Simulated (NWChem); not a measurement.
# C$_{2}$H$_{4}$FNSi; SMILES C#C[Si@@H](N)F

```xyz
9

C      0.0120     2.5498    -0.1571
C      0.0158     1.3496     0.0416
Si     0.0282    -0.4509     0.3678
N     -1.3972    -1.1198    -0.2797
F      1.3955    -1.0238    -0.3074
H      0.0087     3.6114    -0.3327
H      0.1235    -0.7750     1.8101
H     -1.7656    -0.8145    -1.1727
H     -1.7067    -2.0532    -0.0368
```
Atoms are numbered in this order, from 1.

Coordinates come from a PBE0/def2-SVP optimisation.

List the 6 lowest vertical singlet excitations from LDA (Slater exchange, VWN5)/6-31+G* (spherical d), full TDDFT (NWChem).


```csv
state,energy (eV),oscillator strength,leading excitation (squared amplitude)
S1,5.36,0.008,HOMO → LUMO (0.95)
S2,5.73,0.044,HOMO → LUMO+1 (0.86)
S3,6.03,0.003,HOMO−2 → LUMO (0.64)
S4,6.24,0.005,HOMO−1 → LUMO+1 (0.43)
S5,6.27,0.038,HOMO−1 → LUMO (0.37)
S6,6.46,0.031,HOMO → LUMO+2 (0.95)
```
